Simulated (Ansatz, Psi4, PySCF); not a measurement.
ClI, charge -1, doublet, geometry from GFN2-xTB (a state made from the parent by changing its charge; the spin is typed, not shown lowest) (all electrons, no relativity). Base run: B97M-V/6-311G** in PySCF.

PySCF was given this input:
```python
from pyscf import gto, scf, dft

mol = gto.Mole()
mol.atom = '''
    Cl   -0.000000   -0.000000   -2.279688
    I     0.000000    0.000000    0.731221
'''
mol.basis = '6-311g**'
mol.charge = -1
mol.spin = 1
mol.verbose = 3
mol.build()

mf = dft.UKS(mol)
mf.xc = 'b97m_v'
mf.kernel()
```

The same geometry, method and basis name were run in Ansatz (an electronic-structure program) and Psi4 and PySCF, at each program's defaults and at the settings that a row names. The base is PySCF at its defaults. Differences at the defaults can come from grids, fitting, cores and function types together.

```
code and settings                                                               ΔE vs base (µEh)  basis functions       E (Eh)  SCF cycles        outcome
------------------------------------------------------------------------------  ----------------  ---------------  -----------  ----------  -------------
PySCF, defaults (exact integrals, its default grid, spherical functions)                     0.0               88  -7378.84774          12      converged
Ansatz, defaults (factorised integrals, its default grid, Cartesian functions)             -1048               89  -7378.84879           -      converged
PySCF, fine grid                                                                             1.0               88  -7378.84774          12      converged
Psi4, exact integrals, spherical functions, fine grid                                          -                -            -           -  input refused
Ansatz, high accuracy, Cartesian functions as the basis file defines them                  -1047               89  -7378.84879           -      converged
```

Open shells are given as the SCF converged; they aren't shown to be the lowest states, and a large step between rows can be another state.

- Psi4, exact integrals, spherical functions, fine grid: ended with `psi4.driver.qcdb.exceptions.BasisSetNotFound: BasisSet::construct: Unable to find a basis set for atom 2 for key BASIS among:`
